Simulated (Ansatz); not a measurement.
Harmonic vibrations of C$_{4}$H$_{4}$F$_{4}$ (`C/C(F)=C\C(F)(F)F`) by finite differences.

```yaml
crystal:
  periodic: [false, false, false]
  atoms:
    - {symbol: C, position_ang: [0.361706, -1.547525, -0.266651]}
    - {symbol: C, position_ang: [0.570122, -0.451185, 0.700826]}
    - {symbol: F, position_ang: [1.316675, -0.831926, 1.744087]}
    - {symbol: C, position_ang: [0.137461, 0.801406, 0.676523]}
    - {symbol: C, position_ang: [-0.699817, 1.356009, -0.421202]}
    - {symbol: F, position_ang: [-0.983575, 2.640720, -0.182197]}
    - {symbol: F, position_ang: [-0.096810, 1.301696, -1.622617]}
    - {symbol: F, position_ang: [-1.872669, 0.712840, -0.565554]}
    - {symbol: H, position_ang: [-0.128232, -2.386857, 0.233596]}
    - {symbol: H, position_ang: [-0.245785, -1.230234, -1.110388]}
    - {symbol: H, position_ang: [1.329498, -1.899789, -0.632763]}
    - {symbol: H, position_ang: [0.388425, 1.479546, 1.480337]}
basis:
  gaussian: {orbitals: def2-TZVP}
hamiltonian: {xc: pbe0, dispersion: d4}
phonons: {temperatures: {t_min: 298.15, t_max: 900, t_step: 200}}
```

```sh
$ ansatz run in.yaml --threads 4 --pin off --events-out ev --progress --plain --max-ram 11315MiB
```

Output, abridged:

```
Functional definition: PBE0
mean field -15071.63393327 eV, -553.8723311274 hartree, gradient 2.6e-5 eV, S^2 0.000000; 0 other end points of the search recorded, 0 dependent functions left out
mean field -15071.63376662 eV, -553.8723250031 hartree, gradient 2.2e-6 eV, S^2 0.000000; 0 other end points of the search recorded, 0 dependent functions left out
mean field -15071.63375802 eV, -553.8723246871 hartree, gradient 2.2e-6 eV, S^2 0.000000; 0 other end points of the search recorded, 0 dependent functions left out
mean field -15071.63373960 eV, -553.8723240101 hartree, gradient 2.2e-6 eV, S^2 0.000000; 0 other end points of the search recorded, 0 dependent functions left out
mean field -15071.63380413 eV, -553.8723263815 hartree, gradient 2.2e-6 eV, S^2 0.000000; 0 other end points of the search recorded, 0 dependent functions left out
mean field -15071.63375785 eV, -553.8723246808 hartree, gradient 2.2e-6 eV, S^2 0.000000; 0 other end points of the search recorded, 0 dependent functions left out
mean field -15071.63376358 eV, -553.8723248912 hartree, gradient 2.2e-6 eV, S^2 0.000000; 0 other end points of the search recorded, 0 dependent functions left out
mean field -15071.63384273 eV, -553.8723277999 hartree, gradient 2.2e-6 eV, S^2 0.000000; 0 other end points of the search recorded, 0 dependent functions left out
mean field -15071.63382019 eV, -553.8723269716 hartree, gradient 2.2e-6 eV, S^2 0.000000; 0 other end points of the search recorded, 0 dependent functions left out
mean field -15071.63366756 eV, -553.8723213627 hartree, gradient 2.2e-6 eV, S^2 0.000000; 0 other end points of the search recorded, 0 dependent functions left out
mean field -15071.63369117 eV, -553.8723222301 hartree, gradient 2.2e-6 eV, S^2 0.000000; 0 other end points of the search recorded, 0 dependent functions left out
mean field -15071.63380081 eV, -553.8723262594 hartree, gradient 2.2e-6 eV, S^2 0.000000; 0 other end points of the search recorded, 0 dependent functions left out
mean field -15071.63378000 eV, -553.8723254947 hartree, gradient 2.2e-6 eV, S^2 0.000000; 0 other end points of the search recorded, 0 dependent functions left out
mean field -15071.63390064 eV, -553.8723299282 hartree, gradient 2.2e-6 eV, S^2 0.000000; 0 other end points of the search recorded, 0 dependent functions left out
mean field -15071.63387568 eV, -553.8723290108 hartree, gradient 2.2e-6 eV, S^2 0.000000; 0 other end points of the search recorded, 0 dependent functions left out
mean field -15071.63389370 eV, -553.8723296729 hartree, gradient 2.2e-6 eV, S^2 0.000000; 0 other end points of the search recorded, 0 dependent functions left out
mean field -15071.63390869 eV, -553.8723302241 hartree, gradient 2.2e-6 eV, S^2 0.000000; 0 other end points of the search recorded, 0 dependent functions left out
mean field -15071.63386700 eV, -553.8723286920 hartree, gradient 2.2e-6 eV, S^2 0.000000; 0 other end points of the search recorded, 0 dependent functions left out
mean field -15071.63383649 eV, -553.8723275707 hartree, gradient 2.2e-6 eV, S^2 0.000000; 0 other end points of the search recorded, 0 dependent functions left out
mean field -15071.63383916 eV, -553.8723276689 hartree, gradient 2.2e-6 eV, S^2 0.000000; 0 other end points of the search recorded, 0 dependent functions left out
mean field -15071.63384009 eV, -553.8723277029 hartree, gradient 2.2e-6 eV, S^2 0.000000; 0 other end points of the search recorded, 0 dependent functions left out
mean field -15071.63368954 eV, -553.8723221702 hartree, gradient 2.3e-6 eV, S^2 0.000000; 0 other end points of the search recorded, 0 dependent functions left out
mean field -15071.63367212 eV, -553.8723215301 hartree, gradient 2.1e-6 eV, S^2 0.000000; 0 other end points of the search recorded, 0 dependent functions left out
mean field -15071.63377945 eV, -553.8723254745 hartree, gradient 2.2e-6 eV, S^2 0.000000; 0 other end points of the search recorded, 0 dependent functions left out
mean field -15071.63377344 eV, -553.8723252536 hartree, gradient 2.2e-6 eV, S^2 0.000000; 0 other end points of the search recorded, 0 dependent functions left out
mean field -15071.63376857 eV, -553.8723250747 hartree, gradient 2.2e-6 eV, S^2 0.000000; 0 other end points of the search recorded, 0 dependent functions left out
mean field -15071.63378094 eV, -553.8723255291 hartree, gradient 2.1e-6 eV, S^2 0.000000; 0 other end points of the search recorded, 0 dependent functions left out
mean field -15071.63378175 eV, -553.8723255589 hartree, gradient 2.2e-6 eV, S^2 0.000000; 0 other end points of the search recorded, 0 dependent functions left out
mean field -15071.63375311 eV, -553.8723245067 hartree, gradient 2.2e-6 eV, S^2 0.000000; 0 other end points of the search recorded, 0 dependent functions left out
mean field -15071.63376456 eV, -553.8723249271 hartree, gradient 2.2e-6 eV, S^2 0.000000; 0 other end points of the search recorded, 0 dependent functions left out
mean field -15071.63376622 eV, -553.8723249882 hartree, gradient 2.1e-6 eV, S^2 0.000000; 0 other end points of the search recorded, 0 dependent functions left out
mean field -15071.63389721 eV, -553.8723298020 hartree, gradient 2.2e-6 eV, S^2 0.000000; 0 other end points of the search recorded, 0 dependent functions left out
mean field -15071.63391244 eV, -553.8723303619 hartree, gradient 2.2e-6 eV, S^2 0.000000; 0 other end points of the search recorded, 0 dependent functions left out
mean field -15071.63383811 eV, -553.8723276303 hartree, gradient 2.2e-6 eV, S^2 0.000000; 0 other end points of the search recorded, 0 dependent functions left out
mean field -15071.63379641 eV, -553.8723260978 hartree, gradient 2.2e-6 eV, S^2 0.000000; 0 other end points of the search recorded, 0 dependent functions left out
mean field -15071.63390486 eV, -553.8723300831 hartree, gradient 2.2e-6 eV, S^2 0.000000; 0 other end points of the search recorded, 0 dependent functions left out
mean field -15071.63390666 eV, -553.8723301493 hartree, gradient 2.2e-6 eV, S^2 0.000000; 0 other end points of the search recorded, 0 dependent functions left out
mean field -15071.63388856 eV, -553.8723294841 hartree, gradient 2.2e-6 eV, S^2 0.000000; 0 other end points of the search recorded, 0 dependent functions left out
mean field -15071.63389062 eV, -553.8723295601 hartree, gradient 2.2e-6 eV, S^2 0.000000; 0 other end points of the search recorded, 0 dependent functions left out
mean field -15071.63392421 eV, -553.8723307941 hartree, gradient 2.2e-6 eV, S^2 0.000000; 0 other end points of the search recorded, 0 dependent functions left out
mean field -15071.63389395 eV, -553.8723296824 hartree, gradient 2.2e-6 eV, S^2 0.000000; 0 other end points of the search recorded, 0 dependent functions left out
mean field -15071.63381617 eV, -553.8723268238 hartree, gradient 2.2e-6 eV, S^2 0.000000; 0 other end points of the search recorded, 0 dependent functions left out
mean field -15071.63385899 eV, -553.8723283974 hartree, gradient 2.2e-6 eV, S^2 0.000000; 0 other end points of the search recorded, 0 dependent functions left out
mean field -15071.63381931 eV, -553.8723269394 hartree, gradient 2.2e-6 eV, S^2 0.000000; 0 other end points of the search recorded, 0 dependent functions left out
mean field -15071.63386000 eV, -553.8723284346 hartree, gradient 2.2e-6 eV, S^2 0.000000; 0 other end points of the search recorded, 0 dependent functions left out
mean field -15071.63389577 eV, -553.8723297491 hartree, gradient 2.2e-6 eV, S^2 0.000000; 0 other end points of the search recorded, 0 dependent functions left out
mean field -15071.63387968 eV, -553.8723291578 hartree, gradient 2.2e-6 eV, S^2 0.000000; 0 other end points of the search recorded, 0 dependent functions left out
mean field -15071.63390233 eV, -553.8723299902 hartree, gradient 2.2e-6 eV, S^2 0.000000; 0 other end points of the search recorded, 0 dependent functions left out
mean field -15071.63391553 eV, -553.8723304752 hartree, gradient 2.2e-6 eV, S^2 0.000000; 0 other end points of the search recorded, 0 dependent functions left out
mean field -15071.63390333 eV, -553.8723300269 hartree, gradient 2.2e-6 eV, S^2 0.000000; 0 other end points of the search recorded, 0 dependent functions left out
mean field -15071.63390065 eV, -553.8723299284 hartree, gradient 2.2e-6 eV, S^2 0.000000; 0 other end points of the search recorded, 0 dependent functions left out
mean field -15071.63385621 eV, -553.8723282954 hartree, gradient 2.2e-6 eV, S^2 0.000000; 0 other end points of the search recorded, 0 dependent functions left out
mean field -15071.63387594 eV, -553.8723290205 hartree, gradient 2.2e-6 eV, S^2 0.000000; 0 other end points of the search recorded, 0 dependent functions left out
mean field -15071.63389999 eV, -553.8723299042 hartree, gradient 2.2e-6 eV, S^2 0.000000; 0 other end points of the search recorded, 0 dependent functions left out
mean field -15071.63390022 eV, -553.8723299129 hartree, gradient 2.2e-6 eV, S^2 0.000000; 0 other end points of the search recorded, 0 dependent functions left out
mean field -15071.63389044 eV, -553.8723295533 hartree, gradient 2.2e-6 eV, S^2 0.000000; 0 other end points of the search recorded, 0 dependent functions left out
mean field -15071.63389015 eV, -553.8723295425 hartree, gradient 2.2e-6 eV, S^2 0.000000; 0 other end points of the search recorded, 0 dependent functions left out
mean field -15071.63390336 eV, -553.8723300280 hartree, gradient 2.2e-6 eV, S^2 0.000000; 0 other end points of the search recorded, 0 dependent functions left out
mean field -15071.63391558 eV, -553.8723304773 hartree, gradient 2.2e-6 eV, S^2 0.000000; 0 other end points of the search recorded, 0 dependent functions left out
mean field -15071.63385831 eV, -553.8723283724 hartree, gradient 2.2e-6 eV, S^2 0.000000; 0 other end points of the search recorded, 0 dependent functions left out
mean field -15071.63386662 eV, -553.8723286781 hartree, gradient 2.2e-6 eV, S^2 0.000000; 0 other end points of the search recorded, 0 dependent functions left out
mean field -15071.63385390 eV, -553.8723282104 hartree, gradient 2.2e-6 eV, S^2 0.000000; 0 other end points of the search recorded, 0 dependent functions left out
mean field -15071.63384413 eV, -553.8723278515 hartree, gradient 2.2e-6 eV, S^2 0.000000; 0 other end points of the search recorded, 0 dependent functions left out
mean field -15071.63390235 eV, -553.8723299910 hartree, gradient 2.2e-6 eV, S^2 0.000000; 0 other end points of the search recorded, 0 dependent functions left out
mean field -15071.63391719 eV, -553.8723305364 hartree, gradient 2.2e-6 eV, S^2 0.000000; 0 other end points of the search recorded, 0 dependent functions left out
mean field -15071.63390824 eV, -553.8723302073 hartree, gradient 2.2e-6 eV, S^2 0.000000; 0 other end points of the search recorded, 0 dependent functions left out
mean field -15071.63391054 eV, -553.8723302921 hartree, gradient 2.2e-6 eV, S^2 0.000000; 0 other end points of the search recorded, 0 dependent functions left out
mean field -15071.63392017 eV, -553.8723306458 hartree, gradient 2.2e-6 eV, S^2 0.000000; 0 other end points of the search recorded, 0 dependent functions left out
mean field -15071.63391780 eV, -553.8723305588 hartree, gradient 2.2e-6 eV, S^2 0.000000; 0 other end points of the search recorded, 0 dependent functions left out
mean field -15071.63388768 eV, -553.8723294520 hartree, gradient 2.2e-6 eV, S^2 0.000000; 0 other end points of the search recorded, 0 dependent functions left out
mean field -15071.63387176 eV, -553.8723288669 hartree, gradient 2.2e-6 eV, S^2 0.000000; 0 other end points of the search recorded, 0 dependent functions left out
mean field -15071.63387602 eV, -553.8723290232 hartree, gradient 2.2e-6 eV, S^2 0.000000; 0 other end points of the search recorded, 0 dependent functions left out
mean field -15071.63385724 eV, -553.8723283331 hartree, gradient 2.2e-6 eV, S^2 0.000000; 0 other end points of the search recorded, 0 dependent functions left out
Total energy: -15071.83733136 eV, -553.8798058691 hartree
Atom 0 at     0.361706    -1.547525    -0.266651 Å, force    -0.001220    -0.000798     0.000469 eV/Å
Atom 1 at     0.570122    -0.451185     0.700826 Å, force     0.000607     0.000100     0.000186 eV/Å
Atom 2 at     1.316675    -0.831926     1.744087 Å, force     0.000115     0.000380    -0.000288 eV/Å
Atom 3 at     0.137461     0.801406     0.676523 Å, force    -0.000375    -0.001111    -0.001455 eV/Å
Atom 4 at    -0.699817     1.356009    -0.421202 Å, force     0.000947    -0.000899     0.001671 eV/Å
Atom 5 at    -0.983575     2.640720    -0.182197 Å, force    -0.000323     0.001035     0.000273 eV/Å
Atom 6 at    -0.096810     1.301696    -1.622617 Å, force     0.000581     0.000350    -0.001684 eV/Å
Atom 7 at    -1.872669     0.712840    -0.565554 Å, force    -0.000292    -0.000251     0.000094 eV/Å
Atom 8 at    -0.128232    -2.386857     0.233596 Å, force     0.000268     0.000002    -0.000437 eV/Å
Atom 9 at    -0.245785    -1.230234    -1.110388 Å, force     0.000267    -0.000007     0.000109 eV/Å
Atom 10 at     1.329498    -1.899789    -0.632763 Å, force    -0.000164     0.000323     0.000162 eV/Å
Atom 11 at     0.388425     1.479546     1.480337 Å, force    -0.000412     0.000876     0.000900 eV/Å
Dipole moment:     0.142033    -0.336355     0.049787 e Å
Vibrations: 35.15 139.92 162.38 180.26 330.51 380.95 424.22 469.91 495.52 563.26 589.52 708.98 828.55 857.64 931.48 1030.63 1058.83 1141.22 1156.90 1255.03 1303.70 1372.62 1427.35 1461.08 1469.59 1778.48 3062.33 3124.10 3188.53 3241.02 cm⁻¹, zero-point energy 2.118249 eV
```

Hardware: 4 threads of an Arm Neoverse V2 on a shared host. Wall time 4.9 min, peak host memory 0.97 GiB.
